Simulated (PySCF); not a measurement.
Static response to an electric field

C6H5Cl.
Structure used (GFN2-xTB), in Å, numbered top down from 1:
```
atom  x, y, z in Å
C1     2.5339   -0.7274    0.9363
C2     1.6346   -0.2905    0.2767
C3     0.5552    0.2404   -0.4961
C4    -0.3390    1.3206    0.1015
C5    -0.8346   -0.0416   -0.0825
C6    -1.7814   -0.9307    0.0447
Cl7   -3.3391   -0.5354    0.7012
H8     3.3273   -1.1143    1.5024
H9     0.7616    0.2895   -1.5607
H10   -0.1301    1.6539    1.1088
H11   -0.7024    2.1010   -0.5524
H12   -1.6848   -1.9661   -0.2411
```

Level: PBE0/def2-SVPD (PySCF), static field, nuclei fixed, core orbitals frozen in the response. The polarisability tensor in these axes (au):

```
x   117.52   2.17   1.34
y     2.17  73.19  -3.77
z     1.34  -3.77  63.21
```

**Question.** What are the eigenvalues, a third of the trace, and Δα (Δα² = ½Σ(αi − αj)² over the three pairs)?

**Answer.** Principal values 61.88, 74.39 and 117.65 au; mean 84.64 au = 12.54 Å³ = 13.96 × 10⁻⁴⁰ C²·m²/J; Δα = 50.68 au (60 % of the mean).

**Question.** What is the dipole moment, and where does it point?

**Answer.** (1.18, 0.42, -0.74) D, 1.45 D in size, pointing from the negative to the positive side. Measured along this direction, the outermost atoms are Cl7 at the negative end and H8 at the positive end.

**Question.** Orientational against electronic polarisability at 350 K (dilute gas, rigid molecules)?

**Answer.** In Gaussian units μ²/3kT = 14.58 Å³ against 12.54 Å³, a ratio of 1.16; the Debye molar polarisation (4π/3)N_A(α + μ²/3kT) is 68.4 cm³/mol, leaving out the vibrational part.

**Question.** Form Σ f/ω² (atomic units) for the 6 lowest TDDFT singlets, given as eV and f, and set it beside the mean polarisability, which is this sum over all singlets: 5.90, 0.0301; 6.33, 0.0036; 6.36, 0.0219; 6.50, 0.1009; 6.53, 0.1782; 6.78, 0.0227.

**Answer.** They add up to 6.33 au, 7.5 % of the 84.64 au; the largest single term is 3.09 au, from the state at 6.53 eV. Terms in order: 0.64, 0.07, 0.40, 1.77, 3.09, 0.36 au. Higher excitations give the rest. The strengths listed sum to 0.357.

**Question.** Along which axes do the principal values lie, and how far do the nuclei extend along each?

**Answer.** Largest value along (1.00, 0.05, 0.02), where the nuclei span 6.65 Å; middle along (-0.04, 0.95, -0.32), 3.91 Å; least along (-0.04, 0.32, 0.95), 3.00 Å. The response follows the extents in order.

**Question.** Find the Langevin capture rate constant for O2+ (31.990 u) meeting this molecule (112.008 u), k = 2.342 × 10⁻⁹ cm³/s × √(α in Å³ / reduced mass in u).

**Answer.** The reduced mass is 24.88 u, so k = 1.66 × 10⁻⁹ cm³/s. The formula leaves out the permanent dipole, which adds to the capture rate.

**Question.** Molar refractivity from α?

**Answer.** Lorentz–Lorenz: R = (4π/3)N_A α = 2.5225 cm³/(mol·Å³) × 12.54 Å³ = 31.6 cm³/mol, in the limit of long wavelengths.

Geometry: GFN2-xTB; no solvent, vibrations or thermal averaging.
